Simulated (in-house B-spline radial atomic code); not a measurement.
Configurations of Fe⁷⁺, with energies counted from [Ar] 3d1. All numbers are computed (scalar-relativistic (X2C) LC-wPBE, spin-polarised, spherical fractional occupations; Fermi nucleus of rms radius 3.7377 fm) with a radial B-spline atomic code at the basis-set limit, not measured. Shells without spins written out take the highest spin.

Caution: exact exchange at fractional occupations of open shells leaves self-interaction of up to several eV.

Occupations are held fixed; configurations that lie above the ionisation limit could autoionise.

```json
{"configuration": "[Ar] 4s1", "E - E(ref) (eV)": "47.653", "highest orbital": "4s up", "its <r> (bohr)": "1.687"}
{"configuration": "[Ne] 3s2 3p5 3d2", "E - E(ref) (eV)": "58.33", "highest orbital": "3d up", "its <r> (bohr)": "0.7827"}
{"configuration": "[Ar] 4f1", "E - E(ref) (eV)": "92.948", "highest orbital": "4f up", "its <r> (bohr)": "2.09"}
{"configuration": "[Ne] 3s2 3p5 3d1 4p1", "E - E(ref) (eV)": "123.52", "highest orbital": "4p up", "its <r> (bohr)": "1.793"}
{"configuration": "[Ne] 3s2 3p5 3d1 4d1", "E - E(ref) (eV)": "140.86", "highest orbital": "4d up", "its <r> (bohr)": "1.983"}
```

(1) Order these further configurations by energy, lowest first.
A. [Ne] 3s2 3p5 3d1 4f1
B. [Ne] 3s2 3p5 3d1 4s1
C. [Ar] 4d(1 up, 0 down)
D. [Ne] 3s2 3p(2 up, 3 down) 3d(0 up, 1 down) 4d(1 up, 0 down)
E. [Ar] 4p(0 up, 1 down)

(2) How far above the reference does [Ne] 3s2 3p(2 up, 3 down) 3d(1 up, 0 down) 4s(0 up, 1 down) lie?

Answers

(1) E (61.949 eV), C (79.143 eV), B (109.17 eV), D (141.42 eV), A (154.58 eV).

(2) 111.47 eV; its least bound orbital is 4s down with <r> = 1.687 bohr.
